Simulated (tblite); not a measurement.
Species: C3H7ClO2Si2.
InChI=1S/C3H7ClO2Si2/c1-3-5-7-6-8(3,2)4/h1,7H2,2H3/t8-/m1/s1

Computed with GFN2-xTB (tblite): harmonic, unscaled wavenumbers at the GFN2-xTB geometry, gas phase. The method is semi-empirical: single wavenumbers can be off by several per cent or more. Modes of hydrogen on silicon can be 10 to 20 % off.

Harmonic wavenumbers (cm⁻¹): 64.2, 87.0, 90.9, 131.5, 141.3, 158.1, 224.5, 310.5, 348.9, 430.2, 456.6, 509.0, 523.3, 605.4, 617.4, 656.9, 716.6, 742.8, 783.0, 791.3, 813.7, 830.2, 845.4, 870.2, 914.1, 1011.0, 1175.1, 1370.1, 1375.7, 1465.6, 1469.7, 1673.9, 2373.6, 2395.0, 3042.9, 3049.2, 3057.6, 3106.0, 3151.4.

A = 1636, B = 1018, C = 897.9 MHz; mass 165.967 u (most abundant isotopes); point group C1, symmetry number 1.

Task: Zero-point energy?

Result: Half the sum of the wavenumbers: 21190 cm⁻¹ = 253.49 kJ/mol.

Task: What is S at 500 K and 1 bar for an ideal gas of classical rigid rotors and harmonic oscillators?

Result: Translation 183.35, rotation 130.94, vibration 210.91: S = 525.2 J/(mol K).

Task: And Cp and H(500 K) − H(0)?

Result: Cp = 222.41 J/(mol K), of which vibrations give 189.15 (their classical limit is 39 R = 324.3); H(500 K) − H(0) = 69.91 kJ/mol without the zero-point energy, 53.28 from vibrations.

Task: How do the functions run with temperature in this model?

Result: 
```
 T (K)  S (J/(mol K))  Cp (J/(mol K))  H − H(0) (kJ/mol)  G − H(0) (kJ/mol)  ln q(vib)
   150          334.6           103.4              10.26             -39.93       3.03
   250          397.5           146.4              22.76             -76.62       5.83
298.15          424.9           165.1              30.27             -96.43       7.17
   400          478.3           198.0              48.83            -142.48       9.93
   600          567.5           241.4              93.14            -247.36      15.05
   900          673.4           279.9             171.86            -434.17      21.87
```

q(vib) and H(0) count from the zero-point level.

Task: Which modes carry the vibrational entropy at 500 K?

Result: 64.2 cm⁻¹: 22.37; 87.0 cm⁻¹: 19.85; 90.9 cm⁻¹: 19.49; 131.5 cm⁻¹: 16.44; 141.3 cm⁻¹: 15.85; 158.1 cm⁻¹: 14.93 J/(mol K); the other 33 give 101.97 together.

Task: What must be added to the electronic energy to get the Gibbs energy at 500 K and 1 bar?

Result: ZPE + [H(500 K) − H(0)] − T·S = 253.49 + 69.91 − 262.60 = 60.80 kJ/mol.

Hindered rotation and anharmonicity are outside this model. The structure is chiral; the term R ln 2 for an equal mix with its mirror image is left out.
